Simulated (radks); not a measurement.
Question: The mercury ion Hg32+, 48 electrons, occupied as [Kr] 4d10 4f2 (the NIST ground configuration). Method: Dirac Kohn-Sham, BLYP, spin-unpolarised, spherical densities, finite nucleus; open shells fill j = l - 1/2 first; Fermi nuclear charge, rms radius 5.4648 fm; computed with a radial shooting solver on a logarithmic mesh with Libxc functionals. Some entries of the table are withheld. Estimate them.

orbital,occ.,eigenvalue (hartree),<r^2> (bohr^2)
1s1/2,2,-3094.032,0.0003810
2s1/2,2,-584.0975,(1)
2p1/2,2,-562.3224,0.004055
2p3/2,4,-490.7696,0.005242
3s1/2,2,-171.9995,0.03697
3p1/2,2,-162.2237,0.03364
3p3/2,4,-146.2375,0.03984
3d3/2,4,-130.0558,0.03048
3d5/2,6,-126.6341,0.03216
4s1/2,2,-68.29123,0.1615
4p1/2,2,-64.05001,0.1612
4p3/2,4,-59.53315,0.1843
4d3/2,4,-52.62383,(2)
4d5/2,6,-51.70438,(3)
4f5/2,2,-43.17876,0.1655
4f7/2,0,-42.93145,0.1681
5s1/2,0,-35.83062,0.5372
5p1/2,0,-33.94439,0.5569
5p3/2,0,-32.30872,0.6176

Answer: 
(1) 2s1/2 <r^2> (bohr^2): 0.005743
(2) 4d3/2 <r^2> (bohr^2): 0.1805
(3) 4d5/2 <r^2> (bohr^2): 0.1873
